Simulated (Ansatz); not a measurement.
Tl2H2 was relaxed with PBE0-D4 (def2-TZVP) in Ansatz in these states: neutral quintet, neutral singlet, neutral triplet. The geometries follow in no particular order.

In the def2 sets Tl takes a core potential; there is no spin–orbit coupling.

A:

| atom | x (Å) | y (Å) | z (Å) |
| --- | --- | --- | --- |
| Tl1 | -1.429 | -0.351 | 0.371 |
| Tl2 | 1.429 | 0.352 | -0.371 |
| H3 | 0.147 | 0.650 | 1.179 |
| H4 | -0.146 | -0.650 | -1.179 |

B:

```xyz
4

Tl   -0.235   -1.453   -0.380
Tl    0.239    1.439    0.397
H     2.002    1.293   -0.168
H    -2.006   -1.280    0.151
```

C:

```xyz
4

Tl   -1.4656    0.7610   -0.4903
Tl    1.4658   -0.7604    0.4904
H    -0.2622    0.2551    1.1797
H     0.2620   -0.2557   -1.1798
```

Problem. Judge from the bond lengths which geometry belongs to which state (an estimate).

Solution. A is the neutral triplet (Tl1–Tl2 3.035 Å); B is the neutral quintet (Tl1–Tl2 3.032 Å); C is the neutral singlet (Tl1–Tl2 3.445 Å).

At PBE0-D4/def2-TZVP a singlet lies 1.79 eV below the neutral triplet. At PBE0-D4/def2-TZVP a singlet lies 4.45 eV below the neutral quintet. These are the stationary points nearest to one start from a short search; other shapes may lie lower in each state.
